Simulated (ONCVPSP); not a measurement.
**Logarithmic derivatives: strontium (Sr), ONCV**

```json
{
 "Element": "Sr (Z = 38)",
 "Generator": "ONCVPSP 4.0.1",
 "Type": "optimised norm-conserving Vanderbilt (ONCV)",
 "Functional": "LDA (Perdew-Wang 92)",
 "Relativity": "scalar-relativistic",
 "Frozen core": "[Ar] 3d10",
 "Valence charge": "10",
 "Reference configuration": "4s2 4p6 4d1 5s1",
 "Partial waves": "4s+5s: rc 1.75 bohr, ncon 4, nbas 8, qcut 6.8 1/bohr, 2 projectors; 4p: rc 1.80 bohr, ncon 4, nbas 8, qcut 7.5 1/bohr, 3 projectors, debl 3.7 Ha; 4d: rc 3.95 bohr, ncon 4, nbas 9, qcut 4.2 1/bohr, 2 projectors, debl 0.4 Ha",
 "Local potential": "polynomial inside 1.35 bohr (lpopt 1, dvloc0 -1 Ha)",
 "Core correction": "Teter function, fcfact 3.5, rcfact 1.7"
}
```

The phase is arctan(r·R′/R) of the radial function R(r), unwrapped; energies in Ha, scanned from -3 to 5 Ha. A pole is an energy at which the radial function vanishes at the test radius. The pseudo phase is shifted by a multiple of π to meet the all-electron one at the reference energy, and phase errors are pseudo minus all-electron; the curves can meet again beyond the range given. Levels narrower than the energy grid can be missing from the lists of poles.

```csv
channel,radius (bohr),reference energy (Ha),"poles, all-electron","poles, pseudo",unbroken range about the reference energy with phases within 0.05 rad,phase error 1 Ha above the reference energy (rad)
s,1.78,-0.13,-0.55,-0.55,the whole range,-0.000
p,1.82,-0.81,0.33,0.33,the whole range,-0.000
d,4.01,-0.04,"0.10, 1.25, 3.19","0.10, 1.30, 4.24",below 1.6,+0.007
```

Phases in the d channel:

```json
{"E (Ha)": "-2.98", "all-electron": "1.457", "pseudo": "1.457"}
{"E (Ha)": "-2.76", "all-electron": "1.452", "pseudo": "1.452"}
{"E (Ha)": "-2.54", "all-electron": "1.446", "pseudo": "1.446"}
{"E (Ha)": "-2.32", "all-electron": "1.439", "pseudo": "1.439"}
{"E (Ha)": "-2.10", "all-electron": "1.431", "pseudo": "1.432"}
{"E (Ha)": "-1.88", "all-electron": "1.422", "pseudo": "1.422"}
{"E (Ha)": "-1.66", "all-electron": "1.411", "pseudo": "1.411"}
{"E (Ha)": "-1.44", "all-electron": "1.397", "pseudo": "1.397"}
{"E (Ha)": "-1.22", "all-electron": "1.379", "pseudo": "1.379"}
{"E (Ha)": "-1.00", "all-electron": "1.353", "pseudo": "1.354"}
{"E (Ha)": "-0.78", "all-electron": "1.316", "pseudo": "1.316"}
{"E (Ha)": "-0.56", "all-electron": "1.250", "pseudo": "1.250"}
{"E (Ha)": "-0.34", "all-electron": "1.093", "pseudo": "1.093"}
{"E (Ha)": "-0.12", "all-electron": "0.030", "pseudo": "0.030"}
{"E (Ha)": "0.10", "all-electron": "-1.571", "pseudo": "-1.571"}
{"E (Ha)": "0.32", "all-electron": "-2.017", "pseudo": "-2.017"}
{"E (Ha)": "0.54", "all-electron": "-3.729", "pseudo": "-3.725"}
{"E (Ha)": "0.76", "all-electron": "-4.450", "pseudo": "-4.445"}
{"E (Ha)": "0.98", "all-electron": "-4.613", "pseudo": "-4.606"}
{"E (Ha)": "1.20", "all-electron": "-4.697", "pseudo": "-4.685"}
{"E (Ha)": "1.42", "all-electron": "-4.765", "pseudo": "-4.743"}
{"E (Ha)": "1.64", "all-electron": "-4.853", "pseudo": "-4.801"}
{"E (Ha)": "1.86", "all-electron": "-5.062", "pseudo": "-4.879"}
{"E (Ha)": "2.08", "all-electron": "-6.614", "pseudo": "-5.038"}
{"E (Ha)": "2.30", "all-electron": "-7.569", "pseudo": "-5.697"}
{"E (Ha)": "2.52", "all-electron": "-7.718", "pseudo": "-7.253"}
{"E (Ha)": "2.74", "all-electron": "-7.782", "pseudo": "-7.589"}
{"E (Ha)": "2.96", "all-electron": "-7.821", "pseudo": "-7.695"}
{"E (Ha)": "3.18", "all-electron": "-7.852", "pseudo": "-7.748"}
{"E (Ha)": "3.40", "all-electron": "-7.881", "pseudo": "-7.782"}
{"E (Ha)": "3.62", "all-electron": "-7.915", "pseudo": "-7.806"}
{"E (Ha)": "3.84", "all-electron": "-7.964", "pseudo": "-7.826"}
{"E (Ha)": "4.06", "all-electron": "-8.065", "pseudo": "-7.842"}
{"E (Ha)": "4.28", "all-electron": "-8.510", "pseudo": "-7.857"}
{"E (Ha)": "4.50", "all-electron": "-10.494", "pseudo": "-7.871"}
{"E (Ha)": "4.72", "all-electron": "-10.803", "pseudo": "-7.886"}
{"E (Ha)": "4.94", "all-electron": "-10.887", "pseudo": "-7.902"}
```
